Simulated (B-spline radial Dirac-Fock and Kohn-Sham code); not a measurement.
How the levels of praseodymium move as electrons are removed

Calculated with a radial finite-basis atomic code, using relaxed Dirac-Fock hole states (ΔSCF) with Breit and QED corrections and a finite nucleus. Each ion is free and in its tabulated ground configuration. The model has no electron correlation.

Reference: Pr²¹⁺, [Kr] 4d2, with 2s 7448.6 eV, 2p1/2 7050.0 eV, 3d3/2 1537.6 eV, 3d5/2 1517.0 eV, 4s 827.4 eV, Lβ1 (L2-M4) 5512.4 eV. Shifts from it, in eV (a dash: the subshell is empty, belongs to an open shell averaged over j, or its hole state is left out as unreliable):

```tsv
ion	configuration	2s	2p1/2	3d3/2	3d5/2	4s	Lβ1
Pr²²⁺	[Kr] 4d1	+49.8	+50.0	+46.2	+46.2	+37.1	+3.76
Pr²³⁺	[Ar] 3d10 4s2 4p6	+100.8	+101.2	+93.4	+93.3	+74.8	+7.74
Pr²⁴⁺	[Ar] 3d10 4s2 4p5	?	?	?	?	?	?
Pr²⁵⁺	[Ar] 3d10 4s2 4p4	+206.7	+208.0	+191.3	+191.0	+147.2	+16.68
```

**Question.** Give the missing shifts for Pr²⁴⁺.

**Answer.** 2s +153.3, 2p1/2 +154.1, 3d3/2 +142.0, 3d5/2 +141.8, 4s +110.8, Lβ1 +12.11 (eV).

Over this range L1 (2s) moves by +206.7 eV and Lβ1 by +16.7 eV: a line is a difference of two levels that shift in the same direction.
